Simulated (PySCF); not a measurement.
These are PBE-D3(BJ)/def2-TZVP // TPSS-D3(BJ)/def2-SVP (PySCF) values and carry that method's errors. Isolated molecules, 0 K electronic values unless said otherwise. One relaxed conformer stands for a flexible species; it need not be the lowest. 

Reference species: [Cd(OH)(Cl)] (neutral, multiplicity 1).

```json
{
  "mean_distance_from_the_central_atom_to_its_bonded_neighbours": "2.136 Å",
  "charge on the central atom (Mulliken)": "0.76 e"
}
```

Changed species: [Cd(OH)(Br)] (Y = Br; the reference has Y = Cl).

Q: What does the change do to the mean distance from the central atom to its bonded neighbours and charge on the central atom (Mulliken)?

A: the mean distance from the central atom to its bonded neighbours goes up by 0.064 Å, to 2.200 Å; the charge on the central atom (Mulliken) falls by 0.04 e, to 0.72 e.
